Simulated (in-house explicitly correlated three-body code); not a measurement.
Computed with an exponentially correlated three-body code. Model: two electrons around a point charge, non-relativistic, variational in 260 exponentially correlated functions (energies converged to about 1e-7 hartree, or 1e-8 relative for large Z).

Command:
```bash
python run_hyl.py task.json out
```
Settings (lengths in bohr, energies in hartree):
```
Z                      1.5
screening              0.03
interaction_strength   1
functions              260
states_tried           13
```

Time taken, with all properties: 30 s on 1 thread of AMD EPYC 9R45 96-Core Processor (Zen 5), on a shared host.

**Those bound S and P states to n = 4 that converged, binding against the one-electron ion.**

Given: nuclear charge 1.5; Yukawa screening of all interactions 0.03 1/bohr.

Computed: one-electron threshold -1.08066624 hartree.

```csv
term,energy (hartree),binding (eV)
1 1S,-1.40615071,8.8569
2 3S,?,?
2 1S,?,?
2 3P,-1.10040393,0.53709
2 1P,-1.09891346,0.49653
3 3S,-1.08856155,0.21484
3 1S,-1.08640679,0.15621
3 3P,-1.0844615,0.10327
3 1P,-1.08408702,0.093084
4 3S,-1.08185682,0.032397
4 1S,-1.08137937,0.019405
4 3P,-1.08090757,0.0065669
```

Question: What belongs in the row 2 3S?

Answer: energy (hartree): -1.11976558; binding (eV): 1.0639.

Question: What belongs in the row 2 1S?

Answer: energy (hartree): -1.10893859; binding (eV): 0.76933.

**Converged states only, values per electron or pair (inverse distances are <exp(-kr)/r>).**

```csv
term,mean r (bohr),mean r squared (bohr²),mean inverse r (1/bohr),mean r12 (bohr),mean inverse r12 (1/bohr),mean cosine,mean p1 dot p2 (bohr⁻²),delta r1 (bohr⁻³),delta r12 (bohr⁻³)
1 1S,1.3572,2.6047,1.1587,2.1117,0.60568,-0.082869,0.095357,0.68175,0.028854
2 3S,4.1703,32.71,0.81055,7.4432,0.13629,-0.015406,0.0027401,0.54589,-
2 1S,5.1879,52.156,0.79427,9.4505,0.10982,-0.011237,0.0036027,0.54333,0.001281
2 3P,5.3329,57.719,0.78688,9.7457,0.10476,-0.01657,-0.0090356,0.53458,-
2 1P,5.7055,65.984,0.78229,10.475,0.094233,-0.0074792,0.0057936,0.53682,4.1693e-05
3 3S,?,?,?,?,?,?,?,?,-
3 1S,13.026,358.9,0.75205,25.078,0.032287,-0.0024807,0.00075833,0.53821,0.00027399
3 3P,?,?,?,?,?,?,?,?,-
3 1P,15.127,495.69,0.74839,29.277,0.026686,-0.0015982,0.0014413,0.53684,1.0676e-05
4 3S,25.336,1400.3,0.74066,49.684,0.010661,-0.00070811,0.00011962,0.53722,-
4 1S,30.243,2009.2,0.73915,59.496,0.0079118,-0.00053453,0.00015968,0.53712,5.8338e-05
4 3P,37.885,3239,0.7378,74.778,0.0056287,-0.00064152,-0.00038331,0.53675,-
```

Question: What belongs in the row 3 3S?

Answer: mean r (bohr): 11.054; mean r squared (bohr²): 256.01; mean inverse r (1/bohr): 0.75617; mean r12 (bohr): 21.142; mean inverse r12 (1/bohr): 0.039506; mean cosine: -0.0031015; mean p1 dot p2 (bohr⁻²): 0.00053186; delta r1 (bohr⁻³): 0.53861.

Question: What belongs in the row 3 3P?

Answer: mean r (bohr): 14.373; mean r squared (bohr²): 447.6; mean inverse r (1/bohr): 0.74973; mean r12 (bohr): 27.773; mean inverse r12 (1/bohr): 0.029698; mean cosine: -0.0037874; mean p1 dot p2 (bohr⁻²): -0.0022049; delta r1 (bohr⁻³): 0.53629.

**Electric-dipole lines between converged S and P states, rate of the upper state's decay.**

```csv
s state,p state,p minus s (eV),oscillator strength from s,rate (1/s)
1 1S,2 1P,8.3604,0.11294,1.1417e+08
1 1S,3 1P,?,?,?
2 1S,2 1P,0.2728,0.6252,672960
2 1S,3 1P,0.67625,0.027177,179760
3 1S,2 1P,-0.34032,-0.23102,1.161e+06
3 1S,3 1P,0.063124,1.0456,60262
4 1S,2 1P,-0.47713,-0.022884,226050
4 1S,3 1P,-0.073679,-0.40909,96364
2 3S,2 3P,0.52686,0.79575,3.1949e+06
2 3S,3 3P,0.96067,7.7877e-05,1039.6
2 3S,4 3P,1.0574,5.7645e-05,932.2
3 3S,2 3P,-0.32225,-0.35101,1.5817e+06
3 3S,3 3P,0.11157,1.259,226670
3 3S,4 3P,?,?,?
4 3S,2 3P,-0.50469,-0.027379,302610
4 3S,3 3P,-0.070877,-0.63405,138210
4 3S,4 3P,0.025831,1.4124,13631
```

Question: What belongs in the row 1 1S 3 1P?

Answer: p minus s (eV): 8.7638; oscillator strength from s: 0.025132; rate (1/s): 2.7919e+07.

Question: What belongs in the row 3 3S 4 3P?

Answer: p minus s (eV): 0.20828; oscillator strength from s: 0.012122; rate (1/s): 7605.6.

**Static dipole response.**

```tsv
state	polarisability (bohr³)
1 1S	6.8267
```
